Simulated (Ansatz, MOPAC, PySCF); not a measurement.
Ligands exchanged one at a time, B CH3-OH. All species are isolated molecules in the gas phase. One relaxed conformer stands for each flexible species; it need not be the lowest. Strings in code marks are SMILES.

Quantity: vertical ionisation energy (energy after one electron is removed minus that of the parent at the parent's geometry), in eV.

Level 1: frozen-core CCSD(T)/cc-pVTZ // PBE0-D3(BJ)/def2-TZVP (Ansatz, an electronic-structure program)
Level 2: minus the HOMO energy of AM1 // PBE0-D3(BJ)/def2-TZVP (MOPAC)
Level 3: minus the HOMO energy of PM6 // PBE0-D3(BJ)/def2-TZVP (MOPAC)
Level 4: minus the HOMO energy of SVWN5/6-31G* // PBE0-D3(BJ)/def2-TZVP (PySCF)

| species | level 1 | level 2 | level 3 | level 4 |
|---|---|---|---|---|
| `CB(O)O` (O–B–O–H torsion 0°, O–B–O–H torsion 180°) | 11.99 | 12.14 | 11.56 | 7.07 |
| `OB(O)O` | 12.16 | 12.57 | 12.13 | 6.94 |
| `CB(C)O` (C–B–O–H torsion 178°) | 10.96 | 11.11 | 10.70 | 6.63 |
